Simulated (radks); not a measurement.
Task: Radial electron density D(r) = 4 pi r^2 rho(r) of an atom or ion with 5 electrons. Calculated with a radial shooting solver on a logarithmic mesh with Libxc functionals: scalar-relativistic Kohn-Sham, PBE, spin-unpolarised, spherical densities, point nucleus.

| r (bohr) | D(r) (e/bohr) |
|---|---|
| 0.0009499 | 3.745 |
| 0.001037 | 4.326 |
| 0.001142 | 5.057 |
| 0.001257 | 5.904 |
| 0.001384 | 6.883 |
| 0.001523 | 8.010 |
| 0.001676 | 9.305 |
| 0.001831 | 10.66 |
| 0.002015 | 12.33 |
| 0.002218 | 14.23 |
| 0.002442 | 16.38 |
| 0.002688 | 18.80 |
| 0.002958 | 21.51 |
| 0.00323 | 24.26 |
| 0.003556 | 27.56 |
| 0.003914 | 31.18 |
| 0.004309 | 35.10 |
| 0.004743 | 39.31 |
| 0.005221 | 43.77 |
| 0.005701 | 48.04 |
| 0.006275 | 52.82 |
| 0.006908 | 57.64 |
| 0.007604 | 62.37 |
| 0.00837 | 66.87 |
| 0.00914 | 70.64 |
| 0.01006 | 74.21 |
| 0.01107 | 77.00 |
| 0.01219 | 78.83 |
| 0.01342 | 79.52 |
| 0.01477 | 78.94 |
| 0.01613 | 77.22 |
| 0.01775 | 74.05 |
| 0.01954 | 69.63 |
| 0.02151 | 64.16 |
| 0.02368 | 57.97 |
| 0.02607 | 51.49 |
| 0.02846 | 45.69 |
| 0.03133 | 40.00 |
| 0.03449 | 35.42 |
| 0.03796 | 32.29 |
| 0.04179 | 30.77 |
| 0.04563 | 30.73 |
| 0.05023 | 31.88 |
| 0.05529 | 33.76 |
| 0.06086 | 35.69 |
| 0.067 | 36.99 |
| 0.07375 | 37.07 |
| 0.08053 | 35.74 |
| 0.08864 | 32.73 |
| 0.09758 | 28.32 |
| 0.1074 | 23.03 |
| 0.1182 | 17.51 |
| 0.1301 | 12.38 |
| 0.1421 | 8.397 |
| 0.1564 | 5.065 |
| 0.1722 | 2.782 |
| 0.1895 | 1.379 |
| 0.2086 | 0.6115 |
| 0.2297 | 0.2397 |
| 0.2508 | 0.09033 |
| 0.2761 | 0.02706 |
| 0.3039 | 0.006906 |

What is the nuclear charge?

Result: Z = 64. The innermost maximum, from 1s, lies near gamma/Z bohr with gamma = sqrt(1 - (Z/c)^2) = 0.884, here 0.0138 bohr (found: 0.0135), and its height grows with Z. The density is that of the gadolinium ion Gd59+ in [He] 2s2 2p1; the configuration itself is not fixed sharply by these data, and Z only to a few units. D(r) has 2 maxima, at r = 0.0135, 0.0709 bohr, and minima at 0.0438 bohr, inside which lie 2.18 electrons.
